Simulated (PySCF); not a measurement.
C₇H₄FNO.
Bonds: O1–C2 (double), C2–N3 (double), N3–C4, C4–C5 (aromatic), C5–C6 (aromatic), C6–C7 (aromatic), C7–C8 (aromatic), C8–C9 (aromatic), C9–F10, C4–C9 (aromatic). Hydrogens: H11 on C5; H12 on C6; H13 on C7; H14 on C8.

Method: PBE0-D3(BJ)/def2-SVP geometry optimisation, gas phase (PySCF).

Problem. List the bond lengths, angles and torsions at this level.

Solution. 
| bond | length (Å) | order |
| --- | --- | --- |
| O1=C2 | 1.165 | double |
| C2=N3 | 1.207 | double |
| N3–C4 | 1.379 | single |
| C4–C5 | 1.398 | aromatic |
| C5–C6 | 1.392 | aromatic |
| C6–C7 | 1.394 | aromatic |
| C7–C8 | 1.394 | aromatic |
| C8–C9 | 1.385 | aromatic |
| C9–F10 | 1.332 | single |
| C4–C9 | 1.403 | aromatic |
| C5–H11 | 1.091 | single |
| C6–H12 | 1.092 | single |
| C7–H13 | 1.092 | single |
| C8–H14 | 1.091 | single |

Orders are formal, as drawn. A selection of angles:
| angle | degrees |
| --- | --- |
| O1–C2–N3 | 173.2 |
| C2–N3–C4 | 140.8 |
| N3–C4–C5 | 120.8 |
| N3–C4–C9 | 120.8 |
| C5–C4–C9 | 118.3 |
| C4–C5–C6 | 120.4 |
| C5–C6–C7 | 120.3 |
| C6–C7–C8 | 120.1 |
| C7–C8–C9 | 119.2 |
| C8–C9–F10 | 120.2 |
| C4–C9–C8 | 121.7 |
| C4–C9–F10 | 118.1 |

Torsions: C2–N3–C4–C5 -179° (antiperiplanar).

The C–N distances run from 1.207 Å (C2=N3, drawn double) to 1.379 Å (N3–C4, drawn single), a spread of 0.172 Å. The 10 heavy atoms lie in one plane (0.007 Å rms). Of the pairs four or more bonds apart, C2···F10 is among the closest relative to their van der Waals radii: 2.83 Å, 89 % of the sum of Bondi's values. The 6-membered ring C4–C5–C6–C7–C8–C9 has internal angles of 118.3° to 121.7°; it is planar, 0.00 Å rms from its mean plane, widest ring torsion 0°.

Point group: Cs (every atom within 0.08 Å of its image). No frequency check. One conformer, not necessarily the lowest.
